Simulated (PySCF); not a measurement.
Molecule: sum formula HSiOCl₂, net charge 0, doublet state. It need not be the lowest isomer of its formula. SMILES: O[Si](Cl)Cl
Structure (B3LYP-D3(BJ)/def2-TZVP (Ansatz) minimum search):
```
Si
O 1 1.6390
H 2 0.9631 1 117.96
Cl 1 2.0584 2 106.29 3 160.47
Cl 1 2.0772 2 109.92 3 40.96
```
Charge 0, spin multiplicity 2.

Dispersion corrections to the total energy (kcal/mol) from the dftd3 and dftd4 libraries through PySCF: D3(BJ) without and D4 with the three-body term, each with the damping fitted for the functional named.

```
functional      D3(BJ)          D4
----------  ----------  ----------
BLYP        (withheld)       -7.76
BP86             -6.10  (withheld)
HF              -27.64      -11.81
CAM-B3LYP        -2.99       -3.10
r2SCAN           -0.87       -0.77
PBE              -3.23       -3.55
LC-wPBE          -3.46  (withheld)
```

Some entries are withheld; supply them.


- BLYP, D3(BJ): -7.56
- BP86, D4: -4.93
- LC-wPBE, D4: -4.03
